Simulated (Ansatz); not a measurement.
Results of the Gaussian-basis code of Ansatz.

Basis-set series for BH$_{9}$OSi$_{2}$, SMILES `[BH3-][O+]([SiH3])[SiH3]`. Charge 0, multiplicity 1. The structure was optimised at the PBE0-D4/def2-TZVP level.

| functional | basis | functions | energy (Eh) | HOMO (eV) | LUMO (eV) |
| --- | --- | --- | --- | --- | --- |
| PBE0-D4 | def2-TZVPP | 272 | -684.20071 | -8.23 | -0.86 |
| PBE0-D4 | def2-QZVPP | 524 | -684.22790 | -8.25 | -0.94 |
| ωB97M-V | def2-TZVPP | 272 | -684.46464 | -10.62 | 0.91 |
| ωB97M-V | def2-QZVPP | 524 | -684.48963 | -10.62 | 0.70 |

Task: Give the rows for def2-SVP. (Best estimate.)

Result: The calculation gave: 
```json
{"functional": "PBE0-D4", "basis": "def2-SVP", "functions": "109", "energy (Eh)": "-683.86691", "HOMO (eV)": "-8.11", "LUMO (eV)": "-0.52"}
{"functional": "ωB97M-V", "basis": "def2-SVP", "functions": "109", "energy (Eh)": "-684.12203", "HOMO (eV)": "-10.43", "LUMO (eV)": "1.42"}
```

Positive LUMOs are unbound and depend on the basis.
